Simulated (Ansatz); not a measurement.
Consider the ligand exchange at the Si–Cl bond: `O[SiH](Cl)[Si](O)(O)O` + H–F → `O[SiH](F)[Si](O)(O)O` + HCl.

Calculated with Ansatz (gas phase, PBE0-D4/def2-TZVP geometries, no zero-point term in ΔE). CCSD(T)/CBS is the MP2 limit (def2-TZVPP, def2-QZVPP) plus CCSD(T) − MP2 in def2-TZVPP, frozen cores. This one scheme is used for every species. Functionals use def2-TZVPP. B3LYP here is the variant with VWN-RPA as its local correlation; programs differ in this. Each species was taken in one conformer, which may not be the lowest.

```csv
level,ΔE (kcal/mol),difference from CCSD(T)/CBS
PBE-D4,-7.4,1.5
r2SCAN-D4,-9.3,-0.4
PBE0-D4,-7.3,1.6
B3LYP-D4,-9.7,-0.8
ωB97X-V,-9.8,-0.9
ωB97M-V,-9.4,-0.5
B2PLYP,-10.7,-1.8
PBE,-8.5,0.4
r2SCAN,-9.6,-0.7
PBE0,-8.3,0.6
B3LYP,-11.4,-2.5
HF/def2-TZVPP,-12.5,-3.6
MP2/def2-TZVPP,-8.4,0.5
SCS-MP2/def2-TZVPP,-10.0,-1.1
CCSD/def2-TZVPP,-10.5,-1.6
CCSD(T)/def2-TZVPP,-9.8,-0.9
HF/def2-QZVPP,-13.0,-4.1
MP2/def2-QZVPP,-8.0,0.9
SCS-MP2/def2-QZVPP,-9.6,-0.7
HF/CBS(def2),-13.0,-4.1
MP2/CBS(def2),-7.5,1.4
CCSD/CBS(def2),-9.5,-0.6
CCSD(T)/CBS,-8.9,0
```

Largest T1 diagnostic among the species: 0.012.

The D4 term adds +1.8 kcal/mol with B3LYP and +1.0 kcal/mol with PBE0; it sums over pairs of atoms, weighted by their polarisabilities, and B3LYP, whose exchange is more repulsive, gets the larger term. In def2-TZVPP, CCSD(T) changes the Hartree–Fock value by +2.7 kcal/mol (the triples alone add +0.6 kcal/mol) and MP2 by +4.1 kcal/mol.
